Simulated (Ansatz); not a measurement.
H₂Sb, SMILES [SbH2], multiplicity 2.

Geometry optimised at B3LYP-D3(BJ)/def2-TZVPD. The isomer is the one that the SMILES or the coordinates give; other isomers of the formula were not compared. The def2 effective core potentials stand for the cores of Sb; spin–orbit coupling is left out.

Two levels are set side by side: PBE/def2-TZVPD (Ansatz, a first-principles code) and CAM-B3LYP/def2-TZVPD (Ansatz). Energy differences of separate SCF runs at the same geometry; the states with an electron removed or added have multiplicity 1 and 1. Differences are taken from unrounded values.

| quantity | CAM-B3LYP | PBE | PBE minus CAM-B3LYP |
|---|---|---|---|
| vertical ionisation energy (eV) | 8.76 | 8.67 | -0.09 |
| vertical electron affinity (eV) | 1.25 | 1.20 | -0.05 |
